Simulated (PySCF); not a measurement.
## Rhenium: highly charged ions in a basis for the neutral atom

Re⁹⁺ [Kr] 4d10 4f14 5s2 5p4, Re¹⁰⁺ [Kr] 4d10 4f14 5s2 5p3. Calculation: PySCF 2.14, in aug-cc-pVDZ-PP with ECP60MDF (5s5p4d2f, 54 functions); a scalar-relativistic core potential. No spin-orbit coupling, so a gap to NIST mixes the basis error with missing relativistic terms.

Changed run: basis of the neutral atom used for a highly charged ion. This setting is unsound on purpose.

| species | method | sound run (hartree) | changed run (hartree) | converged |
| --- | --- | --- | --- | --- |
| Re⁹⁺ | UHF | not run | -55.75145 | yes |
| Re⁹⁺ | MN15 | not run | -55.95890 | yes |
| Re⁹⁺ | M06-L | not run | -56.07172 | yes |
| Re¹⁰⁺ | UHF | not run | -48.99922 | yes |
| Re¹⁰⁺ | MN15 | not run | -49.11477 | yes |
| Re¹⁰⁺ | M06-L | not run | -49.24439 | yes |

Ionisation energy of Re⁹⁺:

```json
{"method": "UHF", "changed run (eV)": "183.74", "NIST (eV)": "187 ± 9"}
{"method": "MN15", "changed run (eV)": "186.24", "NIST (eV)": "187 ± 9"}
{"method": "M06-L", "changed run (eV)": "185.78", "NIST (eV)": "187 ± 9"}
```

The contracted functions were made for the neutral atom and can be too rigid for a highly charged ion.
